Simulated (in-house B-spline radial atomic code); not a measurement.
Orbital energies and mean radii along the 7-electron series, configuration [He] 2s2 2p3. The effective charge is n√(-2ε), a non-relativistic measure. Computed with an all-electron radial atomic-structure program (B-spline basis): Dirac-Hartree-Fock, average of the configuration, finite nuclei.

```
  ion   Z  energy of 2p3/2 (Eh)  mean radius of 2p3/2 (bohr)  energy of 2p1/2 (Eh)  mean radius of 2p1/2 (bohr)  energy of 1s1/2 (Eh)  mean radius of 1s1/2 (bohr)  energy of 2s1/2 (Eh)  mean radius of 2s1/2 (bohr)  effective charge of 2p3/2
Kr29+  36               -124.25                      0.15147               -126.47                      0.14803               -599.02                      0.04131               -130.74                      0.17438                     31.527
Rb30+  37                -132.3                      0.14694               -134.81                      0.14341               -635.03                     0.040123               -139.23                      0.16909                     32.533
Sr31+  38               -140.61                      0.14266               -143.43                      0.13904               -672.15                     0.038999               -147.99                      0.16409                     33.539
Zr33+  40               -157.99                      0.13481               -161.51                        0.131               -749.77                     0.036915               -166.38                      0.15487                     35.551
Nb34+  41               -167.06                       0.1312               -170.99                      0.12729               -790.27                     0.035949               -176.01                      0.15061                     36.558
Mo35+  42               -176.39                      0.12777               -180.75                      0.12377               -831.92                     0.035027               -185.93                      0.14656                     37.565
Tc36+  43               -185.97                      0.12451                -190.8                      0.12041               -874.71                     0.034147               -196.15                       0.1427                     38.572
Ru37+  44               -195.81                      0.12141               -201.15                      0.11721               -918.66                     0.033307               -206.66                      0.13902                     39.579
Rh38+  45               -205.91                      0.11846                -211.8                      0.11416               -963.78                     0.032502               -217.47                      0.13551                     40.587
Pd39+  46               -216.27                      0.11564               -222.75                      0.11125              -1010.08                     0.031732               -228.58                      0.13215                     41.595
Ag40+  47               -226.88                      0.11295                  -234                      0.10846              -1057.56                     0.030993                  -240                      0.12894                     42.603
Cd41+  48               -237.75                      0.11038               -245.56                       0.1058              -1106.23                     0.030285               -251.72                      0.12586                     43.612
In42+  49               -248.88                      0.10792               -257.42                      0.10324              -1156.11                     0.029604               -263.76                      0.12291                     44.621
Sn43+  50               -260.27                      0.10557                -269.6                      0.10079              -1207.21                     0.028949               -276.11                      0.12008                     45.631
Sb44+  51               -271.92                      0.10331               -282.09                     0.098429              -1259.53                     0.028319               -288.78                      0.11736                      46.64
```

Problem. How does the screening of 2p3/2 change?

Solution. Z less the effective charge goes from 4.47 at Z = 36 to 4.36 at Z = 51.
